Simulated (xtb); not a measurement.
xtb input (GFN1-xTB):

```bash
xtb mol.xyz --gfn 1 --opt tight --chrg 0 --uhf 0
```
mol.xyz:
```
5

F      1.56449645    -0.46792313     0.06226083
Ge    -0.07101198     0.01862866     0.25898153
F     -0.23622056     1.51173083    -0.57388792
F     -1.02342605    -1.12377934    -0.60016390
H     -0.47126524     0.12362760     1.71870998
```

End of the output:

```
   center of mass at/Å    :       -0.0042217       0.0011075       0.0153965
  moments of inertia/u·Å² :        0.8635008E+02   0.8635008E+02   0.1348506E+03
rotational constants/cm⁻¹ :        0.1952243E+00   0.1952243E+00   0.1250097E+00

 * 4 selected distances

     #   Z          #   Z                                           value/Å
     1   9 F        2  32 Ge                                      1.6915738
     2  32 Ge       3   9 F                                       1.6915738 (max)
     2  32 Ge       4   9 F                                       1.6915738
     2  32 Ge       5   1 H                                       1.4521104 (min)

 * 2 distinct bonds (by element types)

   Z      Z             #   av. dist./Å        max./Å        min./Å
   1 H   32 Ge          1     1.4521104     1.4521104     1.4521104
   9 F   32 Ge          3     1.6915738     1.6915738     1.6915738

optimized geometry written to: xtbopt.xyz

           -------------------------------------------------
          | TOTAL ENERGY              -17.690723635187 Eh   |
          | GRADIENT NORM               0.000055663737 Eh/α |
          | HOMO-LUMO GAP               7.463232405630 eV   |
           -------------------------------------------------

------------------------------------------------------------------------
------------------------------------------------------------------------
 total:
 SCF:
 ANC optimizer:
```
